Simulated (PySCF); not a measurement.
```xyz
5
charge 1 multiplicity 1, angstrom
Sb    0.0000    0.0000    0.0000
Cl   -1.2911   -1.2911   -1.2911
Cl    1.2911    1.2911   -1.2911
Cl   -1.2911    1.2911    1.2911
Cl    1.2911   -1.2911    1.2911
```

Computed with PBE0 in PySCF with Sb def2-TZVP with ECP28, Cl def2-TZVP; scalar-relativistic core potentials, no spin–orbit coupling; density-fitted integrals.

This geometry of SbCl₄⁺ is a stationary point at this level.

(1) What is the point group?

(2) Is it a minimum?

(3) List the harmonic modes with their infrared intensities.

(4) Give the atomic charges and bond orders.

Answers

(1) Td.

(2) Yes: all harmonic wavenumbers are real.

(3) 
```
symmetry  ω (cm⁻¹)  IR (km/mol, summed over degenerate members)
       e       107                                          0.0
      t2       138                                         18.8
      a1       399                                          0.0
      t2       451                                          135
```

(4) 
```csv
atom,Mulliken,Löwdin,polar tensor,Mayer order to Sb1
Sb1,1.23,-0.03,2.17,–
"Cl2,3,4,5",-0.06,0.26,-0.29,1.19
```

Only a few start shapes were tried, so a lower isomer may exist.
